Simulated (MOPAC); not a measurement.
Ligands exchanged one at a time, Ga CH3-NH2. Gas-phase values, no solvent. One relaxed conformer stands for each flexible species; it need not be the lowest. Strings in code marks are SMILES.

Quantity: vertical ionisation energy (energy after one electron is removed minus that of the parent at the parent's geometry), in eV.

Case: `[CH3][Ga]([CH3])[NH2]`. Geometry of `[CH3][Ga]([CH3])[NH2]` (neutral, multiplicity 1, Å):

```xyz
12

C     -1.4303    -1.4225    -0.0466
Ga    -0.0204    -0.0340    -0.0142
C     -0.2819     1.9029     0.2968
N      1.7014    -0.6002    -0.2983
H     -2.1726    -1.1964    -0.8146
H     -1.9539    -1.4578     0.9108
H     -1.0140    -2.4095    -0.2486
H      0.6563     2.4515     0.2114
H     -0.9912     2.3151    -0.4233
H     -0.6928     2.0762     1.2935
H      2.5039     0.0082    -0.3059
H      1.9623    -1.5582    -0.4661
```

Q: What is the computed vertical ionisation energy (energy after one electron is removed minus that of the parent at the parent's geometry) (minus the HOMO energy of PM3 // B3LYP-D3(BJ)/def2-TZVP (MOPAC))?

A: 9.16 eV.
